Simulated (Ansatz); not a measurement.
Breaking a bond: BBe (anion, charge -1), lowest triplet found (which spin is the ground state isn't settled by this scan).

- ROHF/aug-cc-pVDZ (Ansatz, a program for electronic structure)
- ROMP2 = MP2 on ROHF/aug-cc-pVDZ, frozen core run with Ansatz
- ROCCSD = Ansatz with CCSD on ROHF/aug-cc-pVDZ, frozen core
- ROCCSD(T) = CCSD(T) on ROHF/aug-cc-pVDZ, frozen core (Ansatz)
- ROCCSDT = CCSDT on ROHF/aug-cc-pVDZ, frozen core in Ansatz
- UKS-PBE = unrestricted PBE/aug-cc-pVDZ run with Ansatz
- UKS-CAM-B3LYP = unrestricted CAM-B3LYP/aug-cc-pVDZ (Ansatz)
- FCI = Ansatz with full CI/aug-cc-pVDZ, frozen core

All curves are set to zero at 1.86 Å and compared with full CI in the same basis at 1.86, 1.94, 2.02, 2.15, 2.26 Å.

Order the methods by the spread of their error (largest minus smallest) over these points.

UKS-PBE has the smallest spread and ROCCSD the largest. In order (kcal/mol): UKS-PBE 2.45, UKS-CAM-B3LYP 2.73, ROCCSDT 8.30, ROHF 8.39, ROCCSD(T) 8.58, ROMP2 8.83, ROCCSD 9.87.

Errors against full CI at some of the points (kcal/mol):

```csv
method,2.26 Å
UKS-PBE,2.5
UKS-CAM-B3LYP,1.2
ROCCSDT,-8.3
ROHF,-8.4
ROCCSD(T),-8.6
ROMP2,-8.8
ROCCSD,-9.9
```

The scan ran from 1.30 to 6.06 Å; beyond the distances shown full CI changes its symmetry label. Where the anion isn't bound against loss of the electron, the finite basis alone holds it. The T1 diagnostic of CCSD on the restricted reference of ROMP2, ROCCSD, ROCCSD(T), ROCCSDT exceeds 0.045 at 1.30, 1.57 to 2.26 Å. At the minimum ROCCSD, ROCCSD(T), ROCCSDT, UKS-CAM-B3LYP lies far from FCI: another state is possible. The unrestricted determinant behind UKS-PBE is spin-contaminated at 1.30 to 2.26 Å (<S²> up to 2.8, against 2.00 for a pure triplet). The unrestricted solution behind UKS-CAM-B3LYP changes between 2.02 and 2.15 Å, which can leave a kink. The unrestricted determinant behind UKS-CAM-B3LYP is spin-contaminated at 1.30 to 2.02 Å (<S²> up to 2.9, against 2.00 for a pure triplet). Also computed but left out beside FCI, since their determinant holds another spin at the minimum (<S²> over 0.7 above the pure value): UHF, UMP2, UCCSD, UCCSD(T), UCCSDT, UCCSDT(Q).
